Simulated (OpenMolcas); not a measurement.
W2+ (d4) among equal point charges was computed by CASSCF with the d shell active (OpenMolcas, ANO-RCC-VTZP on the metal). Its lowest spin-free states, and all those of the highest spin:

```
2S+1  Degeneracy  E (cm-1)
   5           1       0.0
   3           2      6478
   5           1      9109
   3           1     10290
   1           1     12156
   1           2     13497
   5           1     13927
   3           1     14478
   3           1     14903
   3           1     15769
   3           2     16473
   1           1     17029
   5           2     18374
```

Question: Is the site octahedral, tetrahedral or cube-like, axial, or of lower symmetry?

Answer: The states with 2S+1 = 5 have orbital degeneracies 1, 1, 1, 2. There are pairs but no triples, so the site is axial: not cubic, but with a proper or improper axis of order three or more. The run had W2+ among 6 point charges of -1.7 e arranged as a tetragonal octahedron (D4h), 2.13 Å from the ion, with the axial distance 2.449 Å. The active orbitals were held to one l.

Spin-orbit coupling mixes the spin-free states strongly: the lowest level takes only 68 % from its leading state, 5B1. Without dynamic correlation the repulsion within the d shell is too large (B by tens of per cent), so at a given field states of lower spin stand too high. This shell can be high or low spin here, a state of another spin lies low, and with metal d orbitals alone active their balance is uncertain, so the ground spin may be wrong. Point charges give a weaker field than real ligands, and real ions of this kind are as a rule low spin; the high spin found here belongs to the model. This is an electrostatic model: the charges have no orbitals. No measured value stands beside these numbers.
